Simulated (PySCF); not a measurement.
Isomers of C8H9NO, mass 135.068 u with the commonest isotopes. Level of theory: PBE0/pcSseg-1 in PySCF (dipole) on a GFN2-xTB geometry, gas phase. One conformer each, none proved a minimum here; rigid rotors.

Task: Order these by rotational constant B, smallest first.
A. `[CH2:1]=[C:2]([CH3:3])[c:4]1[cH:5][cH:6][n+:7]([O-:8])[cH:9][cH:10]1` with C1–C2–C4–C5 -153°
B. `[CH3:1][C:2](=[O:3])[c:4]1[cH:5][cH:6][cH:7][c:8]([NH2:9])[cH:10]1` with C1–C2–C4–C5 0° (3'-aminoacetophenone)
C. `[CH2:1]=[CH:2][CH2:3][c:4]1[cH:5][cH:6][n+:7]([O-:8])[cH:9][cH:10]1` with C1–C2–C3–C4 120°, C2–C3–C4–C5 88°

Result: C (715.0 MHz), A (818.1 MHz), B (957.2 MHz).

Task: Order these by rotational constant C, largest first.
A. `[H]/[N:8]=[CH:7]/[c:6]1[cH:5][cH:4][c:3]([O:2][CH3:1])[cH:10][cH:9]1` with C1–O2–C3–C4 -1°, C5–C6–C7–N8 -1°
B. `[CH3:1][C:2](=[O:3])[c:4]1[cH:5][cH:6][cH:7][c:8]([NH2:9])[cH:10]1` with C1–C2–C4–C5 0°
C. `[CH2:1]=[C:2]([CH3:3])[c:4]1[cH:5][cH:6][n+:7]([O-:8])[cH:9][cH:10]1` with C1–C2–C4–C5 -153°
D. `[CH2:1]=[CH:2][CH2:3][c:4]1[cH:5][cH:6][n+:7]([O-:8])[cH:9][cH:10]1` with C1–C2–C3–C4 120°, C2–C3–C4–C5 88°

Result: B (704.9 MHz), C (685.7 MHz), D (658.0 MHz), A (623.6 MHz).

Task: Order these by dipole moment, largest first.
A. `[CH3:1][C:2](=[O:3])[c:4]1[cH:5][cH:6][cH:7][c:8]([NH2:9])[cH:10]1` with C1–C2–C4–C5 0°
B. `[H]/[N:8]=[CH:7]/[c:6]1[cH:5][cH:4][c:3]([O:2][CH3:1])[cH:10][cH:9]1` with C1–O2–C3–C4 -1°, C5–C6–C7–N8 -1°
C. `[CH2:1]=[CH:2][CH2:3][c:4]1[cH:5][cH:6][n+:7]([O-:8])[cH:9][cH:10]1` with C1–C2–C3–C4 120°, C2–C3–C4–C5 88°

Result: C (4.30 D), A (3.21 D), B (1.17 D).

```csv
SMILES,point group,Ia (u·Å²),Ib (u·Å²),Ic (u·Å²),κ,μa (D),μb (D),μc (D)
C=CCc1cc[n+]([O-])cc1,C1,132.48,706.83,768.01,-0.96,4.16,0.57,0.95
[H]/N=C/c1ccc(OC)cc1,Cs,120.64,693.04,810.45,-0.94,1.12,0.32,0.04
CC(=O)c1cccc(N)c1,near Cs,192.33,527.98,716.91,-0.74,2.61,1.70,0.79
C=C(C)c1cc[n+]([O-])cc1,–,136.24,617.73,737.00,-0.91,4.18,0.20,0.09
```
